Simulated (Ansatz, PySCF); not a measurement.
Gas-phase reaction (SMILES): F[SiH](F)F + [H][H] (H2) -> F[SiH2]F + F (HF); hydrogen cleaves one Si-F bond, a model of a ligand-exchange step.

Geometries: B3LYP-D3(BJ)/def2-TZVP minima from Ansatz (a program for electronic structure). Correlated levels leave the core frozen unless marked. Spin-orbit coupling is left out. Non-relativistic. CBS(X,Y): correlation extrapolated as X^-3; Hartree-Fock from the larger set. Thermal terms are rigid-rotor harmonic-oscillator values from B3LYP-D3(BJ) frequencies (PySCF) at 298.15 K and 1 atm. 1 Eh = 627.5095 kcal/mol.

| species | E, CCSD(T)/CBS(cc-pV(T+d)Z,cc-pV(Q+d)Z) (Ansatz) (Eh) | E, wB97X-V/def2-TZVPD (Ansatz) (Eh) | H - E (Eh) | G - E (Eh) |
|---|---|---|---|---|
| F[SiH](F)F | -589.25692 | -589.83042 | 0.02314 | -0.00844 |
| [H][H] (H2) | -1.17450 | -1.17238 | 0.01336 | -0.00144 |
| F[SiH2]F | -489.98533 | -490.49536 | 0.02754 | -0.00226 |
| F (HF) | -100.39146 | -100.45520 | 0.01259 | -0.00713 |

**Question.** Work out ΔE and ΔH, ΔG, ΔS and the equilibrium constant at 298.15 K at the first level, then ΔH at the second.

**Answer.** 
1. ΔE = [(-489.98533) + (-100.39146)] - [(-589.25692) + (-1.17450)] = 0.05463 Eh = 34.3 kcal/mol at CCSD(T)/CBS(cc-pV(T+d)Z,cc-pV(Q+d)Z).
2. The terms H - E add up to 0.00363 Eh, so ΔH = (0.05463 + (0.00363))×627.5095 = 36.6 kcal/mol.
3. The terms G - E add up to 0.00049 Eh, so ΔG = 34.6 kcal/mol, and ΔS = (0.00363 - (0.00049))×627509.5/298.15 = 6.6 cal/(mol K).
4. log10 K = -ΔG/(RT ln 10) = -25.4, with RT ln 10 = 1.3642 kcal/mol.
5. At wB97X-V/def2-TZVPD the same steps give ΔE = 32.8 and ΔH = 35.1 kcal/mol, a shift of -1.5 from the first level.
6. These values are not checked against measurement here, since the tables used lack a sound gas-phase enthalpy of formation for at least one species.
